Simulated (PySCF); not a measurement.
Molecule: `N[SiH](N)F`, FH5N2Si.

Structure with atom numbers: `[NH2:1][SiH:2]([NH2:3])[F:4]` (H(Xn): hydrogen on atom n).

Geometry PBE0-D3(BJ)/def2-SVP throughout; GIAO in PySCF, gas phase, one conformer, non-relativistic; equivalent atoms averaged; functional PBE0.

For orientation, cc-pVTZ gives these shifts δ (against NH3, TMS, CFCl3 at the same level): N1/N3 29.0, Si2 -23.4, F4 -133.1, H(Si2) 5.03, H(N1)/H(N3) 0.72 ppm.

A run gave: N1/N3 15.8, Si2 -25.5, F4 -171.3, H(Si2) 5.75, H(N1)/H(N3) 0.10 ppm (shifts δ (against NH3, TMS, CFCl3 at the same level)).

Task: Which basis set was used in that run?
A. pcSseg-2
B. IGLO-III
C. pcSseg-0
D. aug-cc-pVDZ
E. 6-311+G(2d,p)

Result: C. F4 tells them apart best: pcSseg-0 gives -171.3, aug-cc-pVDZ gives -140.5, 6-311+G(2d,p) gives -142.9, pcSseg-2 gives -138.6, IGLO-III gives -139.0 ppm.
